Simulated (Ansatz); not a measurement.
CH4ClFGe can be A, `[F][GeH2][CH2]Cl`, or B, `F[CH2][GeH2][Cl]`.

Computed with Ansatz on PBE0-D4/def2-TZVP structures; ΔE is electronic, products minus reactants. CCSD(T)/CBS adds triple-zeta CCSD(T) − MP2 to the extrapolated MP2 energy (def2 sets, frozen cores). Functionals use def2-TZVPP. B3LYP here is the variant with VWN-RPA as its local correlation; programs differ in this. For Ge outer-core shells are correlated without core-valence functions, which leaves a few kJ/mol of doubt a bond. Scalar relativity is left out up to krypton. Each species was taken in one conformer, which may not be the lowest.

(1) Which is lower in electronic energy at CCSD(T)/CBS, and by how much? (Best estimate.)

(2) Give E(B) − E(A) in kcal/mol with MP2/def2-TZVPP, CCSD/def2-TZVPP, CCSD(T)/def2-TZVPP, B2PLYP, ωB97M-V, PBE-D4, B3LYP. (Estimate.)

Largest T1 diagnostic: 0.011.

Results:

(1) Computed: A, by 5.5 kcal/mol.

(2) The calculation gave: MP2/def2-TZVPP 6.2, CCSD/def2-TZVPP 4.5, CCSD(T)/def2-TZVPP 4.9, B2PLYP 4.5, ωB97M-V 3.9, PBE-D4 3.3, B3LYP 3.3. None reverses the order clearly.

In def2-TZVPP, CCSD(T) changes the Hartree–Fock value by +2.1 kcal/mol (the triples alone add +0.3 kcal/mol) and MP2 by +3.5 kcal/mol.
